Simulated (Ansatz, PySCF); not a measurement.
Gas-phase reaction in SMILES: C1=C[Se]CC[Se]1 [2,3-dihydro-1,4-diselenine] + 7 [H][H] (H2) -> 4 C (CH4) + 2 [SeH2] (H2Se)
Each molecule is optimised on its own at B3LYP-D3(BJ)/def2-TZVP (Ansatz, a program for electronic structure), one conformer each, not searched for the lowest.
Geometry of the first species:
```
C
H 1 1.0870
H 1 1.0909 2 108.69
C 1 1.5170 2 111.49 3 122.09
H 4 1.0870 1 111.49 2 173.85
H 4 1.0909 5 108.69 1 -122.09
Se 4 1.9687 5 108.52 6 -112.11
C 7 1.9018 4 99.72 5 -75.82
C 8 1.3295 7 129.52 4 -11.17
H 9 1.0833 8 119.28 7 178.10
H 8 1.0833 9 119.28 10 -1.29
Se 9 1.9018 10 111.20 8 -179.49
```
Charge 0, spin multiplicity 1.

Wanted: energy of full hydrogenation (enthalpy at 298 K, with B3LYP-D3(BJ) rigid-rotor harmonic-oscillator terms from PySCF), in kJ/mol. Correlated levels leave the core frozen unless marked. No spin-orbit coupling. Frozen are the shells of the preceding noble gas and the d and f shells that filled before the atom's block. Non-relativistic. CBS(X,Y): correlation extrapolated as X^-3; Hartree-Fock from the larger set.

```
level                                program  energy of full hydrogenation (kJ/mol)
----------------------------  --------------  -------------------------------------
revPBE-D3(BJ)/def2-TZVPD      Ansatz + dftd3                                 -397.2
revPBE-D4/def2-TZVPD          Ansatz + dftd4                                 -382.8
CAM-B3LYP-D3(BJ)/def2-TZVPD   Ansatz + dftd3                                      …
CCSD/6-31G                            Ansatz                                 -340.6
CCSD(T)/CBS(cc-pVTZ,cc-pVQZ)          Ansatz                                 -454.7
```

Q: Some entries are withheld; supply them.

A: 
- CAM-B3LYP-D3(BJ)/def2-TZVPD, energy of full hydrogenation (kJ/mol): -495.5
